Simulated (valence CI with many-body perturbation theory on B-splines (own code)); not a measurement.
# Hg XLIX: E2, M1 decay

Method: valence CI with perturbative core correlation (CI+MBPT): four valence electrons over a frozen Dirac-Fock core [Ar] 3d10, radial functions for each j: 11 s, 11 p, 10 d, 8 f, 5 g, 2 h, with the one-electron correlation potential Σ1 (screened to all orders), the two-electron term Σ2, the three-electron term Σ3, Breit, model QED; selected single and double excitations, second order for the rest, scaled by the run's own slope (own B-spline code, finite nucleus).

No measured spectrum was set against this ion. As an estimate, large intervals hold to a few tenths of a per cent, small ones and those within an open d or f shell to about a per cent. Among the levels kept, up to 390 cm⁻¹ of a level comes from second order outside the variational space, and about a tenth of that is noise between levels of different J, which matters for small intervals.

Lines 1 to 13 of 13 in falling wavelength, among levels below 6777.1 × 10³ cm⁻¹, chosen from the decays that carry over 1 % of a level's rate. Wavelengths and rates use the calculated energies. Electric multipoles are in the length gauge, E1 and E2 with the static RPA response of the core. S is in atomic units (e²a₀⁴ for E2 and M2, e²a₀⁶ for E3), for M1 in squared Bohr magnetons. Weak lines are less certain than strong ones. Lines between different terms over intervals too small for the method are left out, as are lines whose strength nearly cancels.

Levels are named by their leading jj configuration (3d3/2^4 stands for four electrons in 3d with j = 3/2), which in mixed levels can hold well under half, so a name can repeat and another be missing.

| λ vac (Å) | Upper | Lower | Type | A (s⁻¹) | S (a.u.) |
| --- | --- | --- | --- | --- | --- |
| 132.9 | (4s^2 4p3/2 4d5/2) J=4 | (4s 4p1/2 4p3/2^2) J=3 | M1 | 3.78e+05 | 2.96e-01 |
| 90.43 | (4s^2 4p3/2 4d5/2) J=4 | (4s^2 4p1/2 4d5/2) J=3 | M1 | 1.37e+07 | 3.38e+00 |
| 90.43 | (4s^2 4p3/2 4d5/2) J=4 | (4s^2 4p1/2 4d5/2) J=3 | E2 | 2.83e+05 | 1.37e-02 |
| 89.56 | (4s^2 4p3/2 4d5/2) J=4 | (4s^2 4p1/2 4d5/2) J=2 | E2 | 4.49e+05 | 2.08e-02 |
| 87.85 | (4s^2 4p1/2 4p3/2) J=1 | (4s^2 4p1/2^2) J=0 | M1 | 1.79e+07 | 1.35e+00 |
| 85.63 | (4s^2 4p3/2^2) J=2 | (4s^2 4p1/2 4p3/2) J=2 | M1 | 1.43e+07 | 1.67e+00 |
| 85.63 | (4s^2 4p3/2^2) J=2 | (4s^2 4p1/2 4p3/2) J=2 | E2 | 1.43e+06 | 2.93e-02 |
| 84.96 | (4s^2 4p1/2 4p3/2) J=2 | (4s^2 4p1/2^2) J=0 | E2 | 7.85e+05 | 1.55e-02 |
| 82.88 | (4s^2 4p3/2^2) J=2 | (4s^2 4p1/2 4p3/2) J=1 | M1 | 1.48e+07 | 1.56e+00 |
| 82.88 | (4s^2 4p3/2^2) J=2 | (4s^2 4p1/2 4p3/2) J=1 | E2 | 6.74e+05 | 1.18e-02 |
| 79.92 | (4s^2 4p3/2^2) J=0 | (4s^2 4p1/2 4p3/2) J=2 | E2 | 2.73e+06 | 7.96e-03 |
| 77.52 | (4s^2 4p3/2^2) J=0 | (4s^2 4p1/2 4p3/2) J=1 | M1 | 3.43e+07 | 5.93e-01 |
| 51.42 | (4s^2 4p3/2 4d5/2) J=4 | (4s 4p1/2^2 4p3/2) J=2 | E2 | 2.16e+05 | 6.24e-04 |
